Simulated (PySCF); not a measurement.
Spinor energies of Sb¹⁶⁺ (antimony, charge +16)

Start: [Ar] 3d10 4s2 4p5; 4p1/2 filled at m_j = +1/2; 4p3/2 filled at m_j = -3/2, -1/2, +1/2, +3/2. Calculated with PySCF 2.14 in an even-tempered Gaussian basis (18 s from 0.84 bohr⁻², ratio 2.8; 14 p from 1.1 bohr⁻², ratio 2.8; 9 d from 1.9 bohr⁻², ratio 2.8; 4 f from 7.3 bohr⁻², ratio 3): generalised Hartree-Fock with the X2C-1e Hamiltonian and a Gaussian nucleus; one run each with spin-orbit coupling (SO) screened by Boettger's factors, then bare. This is a chosen level, not necessarily the ground level.

```
spinor shell  electrons  ε, screened SO (eV)  ε, bare SO (eV)  weight of nominal j (bare SO)  rms radius, bare SO (bohr)
       1s1/2          2             -31045.9         -31045.7                          1.000                      0.0325
       2s1/2          2              -5160.3          -5160.3                          1.000                       0.133
       2p1/2          2              -4842.5          -4850.3                          1.000                       0.115
       3s1/2          2              -1358.9          -1358.9                          1.000                       0.350
       3p1/2          2              -1227.4          -1228.9                          1.000                       0.342
       3p3/2          4              -1179.4          -1178.8                          1.000                       0.353
       3d3/2          4              -950.94          -952.45                          1.000                       0.325
       3d5/2          6              -941.15          -940.18                          1.000                       0.329
       4s1/2          2              -512.09          -512.10                          0.999                       0.771
       4p1/2          1              -462.58          -462.95                          1.000                       0.792
       4p3/2          4              -448.60          -448.46                          1.000                       0.814
```

Task: Where does 2p3/2 lie, and what is the 2p spin-orbit splitting (bare SO)?

Result: At -4585.5 eV, 264.83 eV above 2p1/2.

```tsv
quantity	screened SO	bare SO
E (hartree)	-6382.48990	-6382.63035
M_J	1/2	1/2
⟨J²⟩	0.753	0.753
⟨L²⟩	2.021	2.023
⟨S²⟩	0.766	0.767
```

Each row is a mean over spinors that exchange with the open shell spreads, by up to 3.268 eV (3p1/2).

Breit and QED terms are absent; they matter most for the inner s and p1/2 levels.

Densities and radii are taken from the X2C orbitals without a picture-change correction, which distorts them close to the nucleus.
